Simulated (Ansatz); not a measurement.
Ansatz (an electronic-structure program) input (MP2/6-311+G**): The .json file is the Basis Set Exchange's 6-311+G**.

Ansatz 0.2 input:
```yaml
crystal:
  periodic: [false, false, false]
  atoms:
    - {symbol: N, position_ang: [-1.73898500, -0.07435200, 0.10232300]}
    - {symbol: B, position_ang: [-0.17316000, -0.01264000, 0.00929900]}
    - {symbol: Cl, position_ang: [0.64376800, -1.50731400, -0.01466300]}
    - {symbol: Cl, position_ang: [0.49617500, 1.55446700, -0.05246100]}
    - {symbol: H, position_ang: [-2.09529300, -1.03416700, 0.10808000]}
    - {symbol: H, position_ang: [-2.07199700, 0.39286800, 0.95316700]}
    - {symbol: H, position_ang: [-2.17306000, 0.42336000, -0.68288500]}
basis:
  gaussian:
    orbitals: 6-311+G__.json
total_charge: 1
magnetization: {spin_polarized: false}
correlation: {method: mp2, electrons: outside_noble_gas}
```

Output:

```
Functional definition: HF
integrals: 0.09 GiB planned
1004 factors; integrals over basis functions are off by at most 1.2e-3 eV
mean field: 0.46 GiB planned
mean field evaluation 1: about -27202.5230 eV, gradient 3.6e1 eV
mean field evaluation 2: about -27202.5864 eV, gradient 3.6e1 eV
mean field evaluation 4: about -27205.4422 eV, gradient 2.7e0 eV
mean field evaluation 8: about -27205.4727 eV, gradient 1.5e-1 eV
mean field -27205.47281145 eV, -999.7826852890 hartree, gradient 9.0e-6 eV, S^2 0.000000; 0 other end points of the search recorded, 0 dependent functions left out
12 core orbitals not correlated
reference -27205.47281145 eV, -999.7826852890 hartree; 12, 12 occupied and 100, 100 virtual orbitals, 1004 factors
second order -14.97058594 eV of doubles, -0.00000000 eV of singles
Total energy: -27220.44339739 eV, -1000.3328441749 hartree
```

The dipole moment of an ion depends on the origin.

The geometry given is a B3LYP-D3(BJ)/def2-TZVP minimum.
